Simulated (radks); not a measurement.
Spherical quantum dot in the effective-mass picture: electrons in a hard-walled sphere of radius 3.19, all in effective atomic units (hartree* = m*/eps^2 hartree, bohr* = eps/m* bohr), one dielectric constant everywhere. Method: non-relativistic Kohn-Sham, PBEsol, spin-polarised, spherical densities; computed with a radial shooting solver with Libxc functionals. Levels are named by radial order and angular momentum (1s, 1p, 1d, 2s, ...), and open shells are averaged over m. Results are scaled to m* = 0.515 and eps = 6.7, for which hartree* = 312.2 meV and bohr* = 0.6884 nm.

N = 20, configuration 1s2 1p6 1d10 1f(up 2, down 0). This is the lowest configuration that the search found. Occupied and some empty levels:

| level | occupation | eigenvalue (meV) | <r> (nm) |
|---|---|---|---|
| 1s up | 1 | 2669.1 | 1.433 |
| 1s down | 1 | 2677.7 | 1.428 |
| 1p up | 3 | 2756.1 | 1.506 |
| 1p down | 3 | 2765.6 | 1.503 |
| 1d up | 5 | 2901.4 | 1.563 |
| 1d down | 5 | 2911.5 | 1.561 |
| 1f up | 2 | 3097.0 | 1.610 |
| 1f down | 0 | 3107.6 | 1.609 |
| 2s up | 0 | 3188.8 | 0.9956 |
| 2s down | 0 | 3191.7 | 0.9968 |
| 1g up | 0 | 3338.6 | 1.648 |
| 1g down | 0 | 3349.7 | 1.648 |
| 2p up | 0 | 3459.6 | 1.153 |
| 2p down | 0 | 3463.9 | 1.153 |
| 2d up | 0 | 3779.8 | 1.254 |
| 2d down | 0 | 3785.2 | 1.253 |

Energy (meV): total 32422.3, kinetic 9848.1, external 0, Hartree 25699, exchange-correlation -3124.5.
